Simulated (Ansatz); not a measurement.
`S[SiH2][SiH2][GeH3]` and `[SiH3][SiH2][GeH3]` differ in one atom or group.

Ansatz, PBE0-D4/def2-TZVP geometries, multiplicity 1. Each molecule was computed in one conformer, which needn't be the lowest.

Scalar relativity is left out up to krypton.

| property | `S[SiH2][SiH2][GeH3]` |
| --- | --- |
| HOMO–LUMO gap (PBE/def2-TZVPP) / eV | 4.76 |
| LUMO energy (ωB97M-V/def2-TZVPP) / eV | 1.11 |
| HOMO–LUMO gap (B3LYP/def2-TZVPP) / eV | 6.32 |
| HOMO energy (B3LYP/def2-TZVPP) / eV | -7.09 |
| size of the dipole moment (B3LYP/def2-TZVPP) / D | 1.03 |
| LUMO energy (PBE/def2-TZVPP) / eV | -1.40 |

(1) Give the same properties after the change, and the shifts. (Estimate.)

Results:

(1) Computed: 
```json
{"property": "HOMO–LUMO gap (PBE/def2-TZVPP) / eV", "`[SiH3][SiH2][GeH3]`": "5.92", "shift": "1.16"}
{"property": "LUMO energy (ωB97M-V/def2-TZVPP) / eV", "`[SiH3][SiH2][GeH3]`": "1.51", "shift": "0.40"}
{"property": "HOMO–LUMO gap (B3LYP/def2-TZVPP) / eV", "`[SiH3][SiH2][GeH3]`": "7.40", "shift": "1.08"}
{"property": "HOMO energy (B3LYP/def2-TZVPP) / eV", "`[SiH3][SiH2][GeH3]`": "-7.78", "shift": "-0.69"}
{"property": "size of the dipole moment (B3LYP/def2-TZVPP) / D", "`[SiH3][SiH2][GeH3]`": "0.18", "shift": "-0.85"}
{"property": "LUMO energy (PBE/def2-TZVPP) / eV", "`[SiH3][SiH2][GeH3]`": "-1.01", "shift": "0.39"}
```

With PBE0 the HOMO falls by 0.66 eV and the LUMO rises by 0.40 eV, so the gap widens by about 1.06 eV. PBE moves the HOMO by -0.77 eV and ωB97M-V by -0.54 eV. Dipoles are sizes alone; their direction can turn.

B3LYP here is the variant with VWN-RPA as its local correlation; programs differ in this.
